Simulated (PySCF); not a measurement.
**Two-component Hartree-Fock for Hg⁵³⁺ (mercury, charge +53)**

Start: [Ar] 3d9; 3d3/2 filled at m_j = -3/2, -1/2, +1/2, +3/2; 3d5/2 filled at m_j = -3/2, -1/2, +1/2, +3/2, +5/2. Calculated with PySCF 2.14 in an even-tempered Gaussian basis (15 s from 15 bohr⁻², ratio 2.8; 13 p from 19 bohr⁻², ratio 2.8; 8 d from 19 bohr⁻², ratio 2.8; 3 f from 70 bohr⁻², ratio 3): generalised Hartree-Fock with the X2C-1e Hamiltonian and a Gaussian nucleus; one run each with spin-orbit coupling (SO) switched off, then screened by Boettger's factors.

```csv
spinor shell,electrons,"ε, spin-free (eV)","ε, screened SO (eV)",weight of nominal j (screened SO),"rms radius, screened SO (bohr)"
1s1/2,2,-86684.6,-86651.7,1.000,0.0187
2s1/2,2,-18001.2,-17990.7,1.000,0.0754
2p1/2,2,-15964.3,-17380.4,1.000,0.0637
3s1/2,2,-6450.7,-6447.7,1.000,0.189
3p1/2,2,-5845.4,-6185.4,1.000,0.180
3p3/2,4,-5845.4,-5710.0,1.000,0.195
3d3/2,4,-5244.7,-5305.1,0.998,0.169
3d5/2,5,-5244.7,-5202.5,0.998,0.173
```

Question: Where does 2p3/2 lie, and what is the 2p spin-orbit splitting (screened SO)?

Answer: At -15411.5 eV, 1968.9 eV above 2p1/2.

```json
{"quantity": "E (hartree)", "spin-free": "-17345.87177", "screened SO": "-17378.16577"}
{"quantity": "M_J", "spin-free": "5/2", "screened SO": "5/2"}
{"quantity": "⟨J²⟩", "spin-free": "8.750", "screened SO": "8.750"}
{"quantity": "⟨L²⟩", "spin-free": "6.000", "screened SO": "6.087"}
{"quantity": "⟨S²⟩", "spin-free": "0.750", "screened SO": "0.837"}
```

Each row is a mean over spinors that exchange with the open shell spreads, by up to 29.543 eV (3p3/2).

Breit and QED terms are absent; they matter most for the inner s and p1/2 levels.

Densities and radii are taken from the X2C orbitals without a picture-change correction, which distorts them close to the nucleus.

Without spin-orbit coupling the j labels of p, d and f shells carry no meaning; the spin-free column gives the mean over the occupied spinors of each nl shell.
